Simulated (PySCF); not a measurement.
CH9ClSi3.
Bonds: Si1–C2, C2–Si3, C2–Si4, Si4–Cl5. Hydrogens: H6, H7, H8 on Si1; H9 on C2; H10, H11, H12 on Si3; H13, H14 on Si4.

The same species was optimised twice, with GFN2-xTB and with PBE0-D3(BJ)/def2-SVP (PySCF), and the same property calculations (PySCF, gas phase) were run on both structures.

```csv
coordinate,GFN2-xTB,PBE0-D3(BJ)/def2-SVP,change
Si3–H12 (Å),1.466,1.497,+0.031
Si1–H7 (Å),1.466,1.497,+0.031
Si3–H10 (Å),1.463,1.494,+0.031
C2–Si4 (Å),1.896,1.867,-0.029
Si1–H8 (Å),1.465,1.494,+0.029
Si3–H11 (Å),1.464,1.493,+0.029
Si1–H6 (Å),1.463,1.491,+0.028
Si1–C2 (Å),1.910,1.893,-0.017
C2–Si3 (Å),1.905,1.890,-0.015
C2–H9 (Å),1.095,1.106,+0.011
Si3–C2–Si4 (°),111.4,109.9,-1.5
H7–Si1–H8 (°),109.8,108.3,-1.5
Si3–C2–H9 (°),106.2,107.6,+1.4
Si1–C2–H9 (°),106.0,107.3,+1.3
Si1–C2–Si3 (°),112.3,111.1,-1.2
H10–Si3–H12 (°),109.2,108.2,-1.0
C2–Si3–H12 (°),109.7,110.6,+0.9
C2–Si3–H11 (°),109.7,110.3,+0.6
Si1–C2–Si4–Cl5 (°),60,38,-22
```

Rotational constants: A = 2666, B = 1095, C = 824.2 MHz (GFN2-xTB) against A = 2777, B = 1137, C = 845.7 MHz (PBE0-D3(BJ)/def2-SVP). Point groups within 0.08 Å: C1 and C1. End groups have turned between the structures, so Cl5, H13, H14 are left out of the comparison.

On the GFN2-xTB structure: lowest singlet, TDDFT (eV) 7.03 [B3LYP/def2-SVPD]; lowest triplet, Tamm–Dancoff (eV) 6.75 [B3LYP/def2-SVPD]; isotropic polarisability (au) 105.8 [B3LYP/def2-SVPD]; HOMO (eV) -8.41 [B3LYP/def2-SVPD]; LUMO (eV) -0.39 [B3LYP/def2-SVPD]; dipole (D) 1.29 [B3LYP/def2-SVPD]; HOMO (eV) -8.69 [PBE0/pcSseg-1]; LUMO (eV) -0.09 [PBE0/pcSseg-1]; dipole (D) 1.47 [PBE0/pcSseg-1]; GIAO shielding of Si1/Si3 (mean) (ppm) 422.6 [PBE0/pcSseg-1]; GIAO shielding of C2 (ppm) 197.1 [PBE0/pcSseg-1]; GIAO shielding of Si4 (ppm) 362.1 [PBE0/pcSseg-1]; GIAO shielding of Cl5 (ppm) 985.5 [PBE0/pcSseg-1].

Problem. What do these properties become on the PBE0-D3(BJ)/def2-SVP structure?

Solution. 
```json
{"property": "lowest singlet, TDDFT (eV)", "level": "B3LYP/def2-SVPD", "on GFN2-xTB": "7.03", "on PBE0-D3(BJ)/def2-SVP": "7.07", "change": "+0.04"}
{"property": "lowest triplet, Tamm–Dancoff (eV)", "level": "B3LYP/def2-SVPD", "on GFN2-xTB": "6.75", "on PBE0-D3(BJ)/def2-SVP": "6.76", "change": "+0.01"}
{"property": "isotropic polarisability (au)", "level": "B3LYP/def2-SVPD", "on GFN2-xTB": "105.8", "on PBE0-D3(BJ)/def2-SVP": "107.7", "change": "+1.9"}
{"property": "HOMO (eV)", "level": "B3LYP/def2-SVPD", "on GFN2-xTB": "-8.41", "on PBE0-D3(BJ)/def2-SVP": "-8.51", "change": "-0.10"}
{"property": "LUMO (eV)", "level": "B3LYP/def2-SVPD", "on GFN2-xTB": "-0.39", "on PBE0-D3(BJ)/def2-SVP": "-0.44", "change": "-0.05"}
{"property": "dipole (D)", "level": "B3LYP/def2-SVPD", "on GFN2-xTB": "1.29", "on PBE0-D3(BJ)/def2-SVP": "1.57", "change": "+0.28"}
{"property": "energy, GFN2-xTB geometry as zero (kcal/mol)", "level": "B3LYP/def2-SVPD", "on GFN2-xTB": "0.0", "on PBE0-D3(BJ)/def2-SVP": "-2.4", "change": "-2.4"}
{"property": "HOMO (eV)", "level": "PBE0/pcSseg-1", "on GFN2-xTB": "-8.69", "on PBE0-D3(BJ)/def2-SVP": "-8.80", "change": "-0.11"}
{"property": "LUMO (eV)", "level": "PBE0/pcSseg-1", "on GFN2-xTB": "-0.09", "on PBE0-D3(BJ)/def2-SVP": "-0.14", "change": "-0.05"}
{"property": "dipole (D)", "level": "PBE0/pcSseg-1", "on GFN2-xTB": "1.47", "on PBE0-D3(BJ)/def2-SVP": "1.76", "change": "+0.29"}
{"property": "energy, GFN2-xTB geometry as zero (kcal/mol)", "level": "PBE0/pcSseg-1", "on GFN2-xTB": "0.0", "on PBE0-D3(BJ)/def2-SVP": "-2.2", "change": "-2.2"}
{"property": "GIAO shielding of Si1/Si3 (mean) (ppm)", "level": "PBE0/pcSseg-1", "on GFN2-xTB": "422.6", "on PBE0-D3(BJ)/def2-SVP": "420.3", "change": "-2.3"}
{"property": "GIAO shielding of C2 (ppm)", "level": "PBE0/pcSseg-1", "on GFN2-xTB": "197.1", "on PBE0-D3(BJ)/def2-SVP": "202.3", "change": "+5.2"}
{"property": "GIAO shielding of Si4 (ppm)", "level": "PBE0/pcSseg-1", "on GFN2-xTB": "362.1", "on PBE0-D3(BJ)/def2-SVP": "357.3", "change": "-4.8"}
{"property": "GIAO shielding of Cl5 (ppm)", "level": "PBE0/pcSseg-1", "on GFN2-xTB": "985.5", "on PBE0-D3(BJ)/def2-SVP": "967.6", "change": "-17.9"}
```

The heavy atoms differ by 0.211 Å rms after alignment. Among the bonds compared Si1–H7, Si3–H10 and Si3–H12 change most and about equally (+0.031 Å). Changes are differences of the printed values. Neither structure is proved a minimum here.

Shape of the structure used: `[SiH3:1][CH:2]([SiH3:3])[SiH2:4][Cl:5]`: Si1–C2–Si4–Cl5 38°.
